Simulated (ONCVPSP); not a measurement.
# Au (Z = 79): excitation energies, all-electron against ONCV

```
Element                 : Au (Z = 79)
Generator               : ONCVPSP 4.0.1
Type                    : optimised norm-conserving Vanderbilt (ONCV)
Functional              : LDA (Perdew-Zunger)
Relativity              : scalar-relativistic
Frozen core             : [Kr] 4d10 4f14
Valence charge          : 19
Reference configuration : 5s2 5p6 5d10 (charge +1)
Partial waves           : 5s: rc 1.10 bohr, ncon 4, nbas 7, qcut 4.8 1/bohr, 2 projectors, debl 0.7 Ha; 5p: rc 1.75 bohr, ncon 3, nbas 6, qcut 6.2 1/bohr, 2 projectors, debl 1.9 Ha; 5d: rc 1.60 bohr, ncon 4, nbas 7, qcut 6 1/bohr, 2 projectors, debl 3.3 Ha
Local potential         : polynomial inside 0.70 bohr (lpopt 2, dvloc0 4 Ha)
Core correction         : Teter function, parameters optimised by the program
```

In the s channel the program set the typed energies aside and used -4.312, 0.250 Ha. In the p channel the program set the typed energies aside and used -2.524, 0.250 Ha.

Energies are relative to the spin-unpolarised reference configuration 5s2 5p6 5d10; without spin polarisation the order of configurations can differ from experiment.

```
valence configuration  charge  ΔE all-electron (eV)  error AE − PS (meV)
     5s2 5p6 5d10 6s1       0                -9.774                 +2.0
   5s2 5p6 5d10 6s0.5    +0.5                -5.827                 +1.5
```

Problem. What are ΔE and the potential's error for 5s2 5p6 5d9?

Solution. ΔE = 21.501 eV all-electron; the error (AE − PS) is -3.8 meV.

Problem. What are ΔE and the potential's error for 5s2 5p6 5d8?

Solution. ΔE = 55.668 eV all-electron; the error (AE − PS) is -14 meV.
